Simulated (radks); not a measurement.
Values are calculated unless marked as measured or tabulated.
Fractional charge and spin in the 5s shell of xenon: the spin-up occupation runs from 0 to 1 and the spin-down occupation from 0 to 1; the fullest corner is Xe2+, [Kr] 4d10 5p(up 2, down 2) 5s(up 1, down 1). Level of theory: scalar-relativistic Kohn-Sham, r2SCAN, spin-polarised, spherical densities, finite nucleus; meta-GGA in the generalised Kohn-Sham scheme; Fermi nuclear charge, rms radius of each element as measured or else 0.836 A^(1/3) + 0.57 fm (a radial shooting solver on a logarithmic mesh with Libxc functionals). Energy (eV) minus the two flat planes that join the four corners (they meet along the diagonal where the two added fractions sum to one electron); zero is where a piecewise linear energy would lie.

| down \ up | 0 | 0.25 | 0.5 | 0.75 | 1 |
|---|---|---|---|---|---|
| 0 | 0.000 | -1.048 | -1.397 | -1.048 | 0.000 |
| 0.25 | -1.048 | -1.281 | -0.824 | 0.323 | -0.995 |
| 0.5 | -1.397 | -0.824 | 0.431 | -0.787 | -1.325 |
| 0.75 | -1.048 | 0.323 | -0.787 | -1.225 | -0.993 |
| 1 | 0.000 | -0.995 | -1.325 | -0.993 | 0.000 |

Corners above the fullest one (they belong to Xe3+ and the next ion): (up 1, down 0) 45.254 eV, (up 0, down 1) 45.254 eV, (up 0, down 0) 103.13 eV. With half an added electron in each spin the energy lies 0.431 eV from the planes, and with half an added electron in spin up alone -1.397 eV. The planes are only a guide here: the flat-plane condition holds for ground states with one frontier orbital, while this shell lies below other occupied shells, so the corners above the fullest one are inner-hole states and not the ground states of those ions.
